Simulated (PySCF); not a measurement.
Computed IR spectrum (relative IR intensity) of a molecule CH4ClFOSi. Geometry: PBE-D3(BJ)/def2-SVP. One conformer was computed; it need not be the lowest. Computed with PySCF 2.14.0 with PBE-D3(BJ)/def2-SVP. Frequencies are harmonic and unscaled.

Lines under 2 % of the strongest are left out, and lines within 2 cm⁻¹ are merged.

```
ν (cm⁻¹)  relative intensity
--------  ------------------
211                      3.4
344                       15
563                       34
749                       15
804                       24
817                      100
913                       91
1113                      95
1172                      69
1420                     3.6
1424                     4.6
2231                      46
2933                      29
3013                      15
3060                     8.5
```

Task: Pick the molecule that these values belong to.
A) C[Si@](O)(F)Cl
B) CO[SiH](F)Cl
C) O[Si@@H](Cl)CF
D) OC[Si@@H](F)Cl

Result: B, CO[SiH](F)Cl
